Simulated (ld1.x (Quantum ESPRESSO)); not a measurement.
**Plane-wave convergence, PAW potential for Sn**

- Element: tin (Sn)
- Generator: ld1.x (Quantum ESPRESSO) 7.5
- Type: PAW
- Functional: PW91
- Relativity: non-relativistic
- Frozen core: [Kr] 4d10
- Valence charge: 4
- Reference configuration: 5s2 5p1.75 (charge +0.25)
- Partial waves: 5s (bound): rcut 1.80, rcutus 2.15 bohr; 5s channel at 2.7 Ry: rcut 1.80, rcutus 2.15 bohr; 5p (bound): rcut 2.60, rcutus 3.15 bohr; 5p channel at -0.05 Ry: rcut 2.60, rcutus 3.15 bohr
- Local potential: all-electron potential smoothed inside 2.65 bohr (lloc = -2)
- Core correction: Bessel-smoothed model core inside 2.00 bohr
- Augmentation charge: PSQ, radius 1.75 bohr

The pseudo-atom Hamiltonian at the reference potential is diagonalised in spherical Bessel functions j_l(qr) that vanish at 20 bohr, with q² up to the cutoff. All-electron valence levels (Ry): 5s -0.8493, 5p -0.3925.

How do the lowest levels (Ry) of each channel move with the cutoff, and are there ghosts?

```json
{"cutoff (Ry)": "8", "s #1": "-0.8486", "s #2": "-0.0958", "p #1": "-0.3925", "d #1": "-0.0262", "f #1": "0.0729", "Σ f·Δε (mRy)": "1.7"}
{"cutoff (Ry)": "10", "s #1": "-0.8490", "s #2": "-0.0960", "p #1": "-0.3925", "d #1": "-0.0263", "f #1": "0.0729", "Σ f·Δε (mRy)": "0.7"}
{"cutoff (Ry)": "12", "s #1": "-0.8490", "s #2": "-0.0960", "p #1": "-0.3925", "d #1": "-0.0263", "f #1": "0.0729", "Σ f·Δε (mRy)": "0.7"}
{"cutoff (Ry)": "15", "s #1": "-0.8491", "s #2": "-0.0960", "p #1": "-0.3925", "d #1": "-0.0263", "f #1": "0.0729", "Σ f·Δε (mRy)": "0.4"}
{"cutoff (Ry)": "400", "s #1": "-0.8493", "s #2": "-0.0960", "p #1": "-0.3926", "d #1": "-0.0263", "f #1": "0.0729", "Σ f·Δε (mRy)": "0.0"}
```

Result: no extra level below or beside the all-electron valence levels (s, p, d, f tested); 10 mRy is reached at 8 Ry and 1 mRy at 10 Ry.

Its largest configuration-test error is -323 meV.
